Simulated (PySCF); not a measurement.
Level of theory: B3LYP-D3(BJ)/def2-TZVP // BP86-D3(BJ)/def2-SVP in PySCF. All species are isolated molecules in the gas phase. B3LYP has the VWN-RPA correlation part, as in Gaussian. 

Reference species: [Ti(F)3(H)] (neutral, multiplicity 1).

The mean distance from the central atom to its bonded neighbours is 1.727 Å and the HOMO is -9.53 eV.

Changed species: [Ti(F)4] (0 of 4 F replaced by H; the reference has 1 of 4 F replaced by H).

Task: What does the change do to the mean distance from the central atom to its bonded neighbours and HOMO?

Result: the mean distance from the central atom to its bonded neighbours rises by 0.017 Å, to 1.744 Å; the HOMO falls by 2.70 eV, to -12.23 eV.
